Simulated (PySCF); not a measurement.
**DyH3(H2O) at several levels of theory**

Computed with PySCF 2.14.0 (density fitting, no spin-orbit coupling) at the geometry relaxed with PBE0:

```xyz
7
DyH3(H2O) (singlet in the valence; each metal's 4f electrons, 9 of them, lie in its core potential, out of spins and levels)
Dy    0.0474   -0.2323   -0.0436
H     0.4153    1.7953    0.3236
H    -0.9069   -1.2867    1.3804
H     1.4266   -1.2360   -1.1126
O    -1.2449    1.2421   -1.2605
H    -0.6587    1.8833   -0.7146
H    -1.4515    1.6400   -2.1130
```

| level | basis | state | HOMO (eV) | gap (eV) | charge on Dy1 (e) | population of f-type functions on Dy1 (polarisation alone where 4f lies in the core) | dipole about the centre of mass (D) | largest force component (eV/Å) |
| --- | --- | --- | --- | --- | --- | --- | --- | --- |
| PBE0 | Dy lcecp-1-SVP with ECP55, H def2-SVP, O def2-SVP | singlet | -6.57 | 5.51 | 0.70 | 0.03 | 4.24 | 0.01 |
| TPSS | the same | singlet | -5.55 | 3.88 | 0.76 | 0.02 | 4.26 | 0.47 |
| PBE0 | Dy lcecp-1-TZVP with ECP55, H def2-TZVP, O def2-TZVP | singlet | -6.61 | 5.51 | 0.88 | 0.03 | 4.10 | 0.22 |

In the lcecp rows the 4f levels are missing from HOMO and gap, and the state counts the valence alone.

Charges are Mulliken's, which hang on the basis. The relaxation used the grid (50, 194), these runs (75, 302) or, all-electron (x2c bases, spin-free X2C Hamiltonian), (99, 590).

Problem. What does M06-L with Dy lcecp-1-SVP with ECP55, H def2-SVP, O def2-SVP give here?

Solution. state singlet, HOMO (eV) -5.67, gap (eV) 4.56, charge on Dy1 (e) 0.96, population of f-type functions on Dy1 (polarisation alone where 4f lies in the core) 0.02, dipole about the centre of mass (D) 4.18, largest force component (eV/Å) 0.12. Time: 3.9 s on 2 threads of Arm Neoverse V2, on a shared host, from an already converged density.

In the first row's basis the gap widens with exact exchange: 3.9 to 4.6 eV for TPSS, M06-L (none); 5.5 eV for PBE0 (a fixed share).

An lcecp potential fixes the number of 4f electrons, so in runs with it no electron can move into or out of that shell.
